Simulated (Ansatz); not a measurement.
`OBN([SiH3])[SiH3]` + `OCO` → `OCO[SiH3]` + `OBN[SiH3]`  (ligand exchange at the Si–N bond)

Isolated molecules relaxed with PBE0-D4/def2-TZVP in Ansatz; ΔE leaves out vibrations. CCSD(T)/CBS adds triple-zeta CCSD(T) − MP2 to the extrapolated MP2 energy (def2 sets, frozen cores). This one scheme is used for every species. DFT in def2-TZVPP. Each species was taken in one conformer, which may not be the lowest.

```csv
level,ΔE (eV)
PBE-D4,-0.24
ωB97M-V,-0.28
HF/def2-TZVPP,-0.44
MP2/def2-TZVPP,-0.25
```

Q: What does CCSD(T)/CBS give? (Best estimate.)

A: Ansatz gave: -0.26 eV. The listed levels differ from it by 0.02, -0.02, -0.18, 0.01 eV.

Largest T1 diagnostic among the species: 0.012.

The D4 term adds +0.08 eV with B3LYP and +0.04 eV with PBE0; it sums over pairs of atoms, weighted by their polarisabilities, and B3LYP, whose exchange is more repulsive, gets the larger term. In def2-TZVPP, CCSD(T) changes the Hartree–Fock value by +0.19 eV (the triples alone add +0.03 eV) and MP2 by +0.19 eV.

B3LYP here is the variant with VWN-RPA as its local correlation; programs differ in this.
